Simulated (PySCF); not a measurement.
# Two-component Hartree-Fock for Pr⁺ (praseodymium, charge +1)

Start: [Xe] 4f3 6s1; 4f5/2 filled at m_j = +1/2, +3/2, +5/2; 6s1/2 filled at m_j = -1/2. Calculated with PySCF 2.14 in x2c-SVPall-2c with one added diffuse shell each of s, p, d, f type (8s11p10d4f1g, 128 functions): generalised Hartree-Fock with the X2C-1e Hamiltonian and a Gaussian nucleus; one run each with spin-orbit coupling (SO) switched off, then screened by Boettger's factors.

```
spinor shell  electrons  ε, spin-free (eV)  ε, screened SO (eV)  weight of nominal j (screened SO)  rms radius, screened SO (bohr)
       1s1/2          2           -42196.5             -42190.4                              1.000                          0.0275
       2s1/2          2            -6904.0              -6902.2                              1.000                           0.111
       2p1/2          2            -6171.8              -6509.7                              1.000                          0.0958
       2p3/2          4            -6171.8              -6023.3                              1.000                           0.102
       3s1/2          2            -1540.1              -1539.5                              1.000                           0.290
       3p1/2          2            -1303.0              -1371.6                              1.000                           0.282
       3p3/2          4            -1303.0              -1272.3                              1.000                           0.294
       3d3/2          4            -969.68              -982.32                              0.999                           0.266
       3d5/2          6            -969.68              -960.57                              0.999                           0.269
       4s1/2          2            -330.35              -330.13                              1.000                           0.661
       4p1/2          2            -250.11              -265.86                              0.988                           0.685
       4p3/2          4            -250.11              -242.92                              0.994                           0.712
       4d3/2          4            -132.17              -137.15                              0.830                           0.783
       4d5/2          6            -132.17              -128.63                              0.887                           0.789
       5s1/2          2            -54.369              -54.324                              1.000                            1.62
       5p1/2          2            -32.502              -35.074                              0.927                            1.84
       5p3/2          4            -32.502              -31.325                              0.964                            1.93
       4f5/2          3            -16.263              -16.284                              0.791                            1.22
       6s1/2          1             -9.902               -9.902                              1.000                            4.55
```

```
   quantity    spin-free  screened SO
E (hartree)  -9230.65088  -9234.94577
        M_J            4            4
       ⟨J²⟩       24.004       23.189
       ⟨L²⟩       42.003       41.812
       ⟨S²⟩        6.001        5.964
```

The determinant has a definite M_J but mixes levels of different J.

Each row is a mean over spinors that exchange with the open shell spreads, by up to 9.316 eV (4d3/2).

Rows whose weight is well below 1 are mixtures of j = l ± 1/2: exchange outweighs spin-orbit coupling there, and the label is only the starting occupation.

Breit and QED terms are absent; they matter most for the inner s and p1/2 levels.

Densities and radii are taken from the X2C orbitals without a picture-change correction, which distorts them close to the nucleus.

Without spin-orbit coupling the j labels of p, d and f shells carry no meaning; the spin-free column gives the mean over the occupied spinors of each nl shell, and its ⟨J²⟩ belongs to a mixture of degenerate components.
